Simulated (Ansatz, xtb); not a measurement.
**Relative energy of two isomers of C4H8O3**

Structure a: `COC1(OC)CO1`, a singlet. Structure b: `CO[C@@H]1O[C@H]1OC`, a singlet. Both are isolated molecules in the gas phase, relaxed with PBE-D3(BJ)/def2-SVP; each stands in its lowest conformer found.

a (Å):

```yaml
atoms:
  - { symbol: C, position_ang: [-1.1451, 0.2029, -0.7972] }
  - { symbol: C, position_ang: [0.0888, -1.2170, -2.2001] }
  - { symbol: C, position_ang: [-0.3715, -3.2746, -1.1766] }
  - { symbol: C, position_ang: [1.1441, -0.5745, -2.9958] }
  - { symbol: O, position_ang: [-1.1290, -0.5981, -1.9717] }
  - { symbol: O, position_ang: [0.4683, -2.1200, -1.2267] }
  - { symbol: O, position_ang: [0.2551, -1.5972, -3.5320] }
  - { symbol: H, position_ang: [-0.9040, -0.3915, 0.1109] }
  - { symbol: H, position_ang: [-2.1659, 0.6183, -0.7039] }
  - { symbol: H, position_ang: [-0.4174, 1.0442, -0.8675] }
  - { symbol: H, position_ang: [-0.3248, -3.8371, -2.1342] }
  - { symbol: H, position_ang: [-1.4294, -3.0009, -0.9738] }
  - { symbol: H, position_ang: [0.0084, -3.9119, -0.3570] }
  - { symbol: H, position_ang: [2.1947, -0.8890, -2.8590] }
  - { symbol: H, position_ang: [0.9755, 0.4417, -3.3975] }
```

b (Å):

```xyz
15

C     2.9159   -0.4157   -0.4022
C     0.6893   -0.1435   -1.0351
C    -0.4818    0.7253   -0.9798
C    -2.4700    1.3450   -2.0263
O     1.5875   -0.1157    0.0023
O     0.6046    1.0215   -1.8766
O    -1.6607    0.2881   -1.5301
H     2.9783   -1.4121   -0.8997
H     3.5418   -0.4326    0.5097
H     3.3123    0.3540   -1.1012
H     0.6378   -1.1040   -1.5931
H    -0.5881    1.4557   -0.1480
H    -2.7041    2.0910   -1.2307
H    -3.4157    0.8957   -2.3833
H    -1.9763    1.8733   -2.8721
```

Energies in hartree; the thermal terms are from GFN2-xTB frequencies at re-optimised GFN2-xTB minima (ideal gas, soft modes damped towards free rotors, one conformer each, 298.15 K, 1 atm) and include the zero-point energy:

```
                              a           b
E, CCSD(T)/def2-SVP  −381.545930  −381.541990
    E, MP2/def2-SVP  −381.455869  −381.451859
  E, MP2/def2-TZVPP  −382.180931  −382.178478
  zero-point energy     0.118574     0.118732
       H(298 K) − E     0.127606     0.127813
       G(298 K) − E     0.086086     0.086649
```

Q: Correct the CCSD(T) difference for the basis set by the MP2 change, then work out ΔE, ΔE₀, ΔH and ΔG for a → b in kJ/mol (1 Eh = 2625.50 kJ/mol) and the equilibrium ratio [b]/[a].

A: 1. Differences b − a: CCSD(T) +0.003940, MP2 in the small set +0.004010, MP2 in the large set +0.002453 Eh.
2. ΔE = +0.003940 + (+0.002453 − (+0.004010)) = +0.002383 Eh = +6.26 kJ/mol.
3. ΔE₀ = ΔE + ΔZPE = +0.002383 + (+0.000158) Eh = +6.67 kJ/mol.
4. ΔH = ΔE + (+0.000207) Eh = +6.80 kJ/mol.
5. ΔG = ΔE + (+0.000563) Eh = +7.73 kJ/mol, so ΔS = (ΔH − ΔG)/T = −3.1 J/(mol K).
6. kT = 0.9442 mEh, so K = [b]/[a] = exp(−ΔG/kT) = exp(−3.12) ≈ 0.044.

Structure a is favoured at this temperature. An error of 4 kJ/mol in ΔG would change K by a factor of 5. Mirror images and further conformers aren't counted.

As drawn, both hold the same kinds of bond in the same numbers.

Other levels gave ΔE = +15.3 (GFN2-xTB); +11.8 (HF/STO-3G, GFN2-xTB geometries); +7.3 (r2SCAN-D4/def2-SVP, GFN2-xTB geometries); +4.6 (PBE-D3(BJ)/def2-SVP); +8.6 (HF/def2-SVP); +10.5 (MP2/def2-SVP); +10.3 (CCSD(T)/def2-SVP) kJ/mol. The correlated steps freeze 7 core orbitals. Programs: Ansatz 0.2.0, xtb 6.7.1.
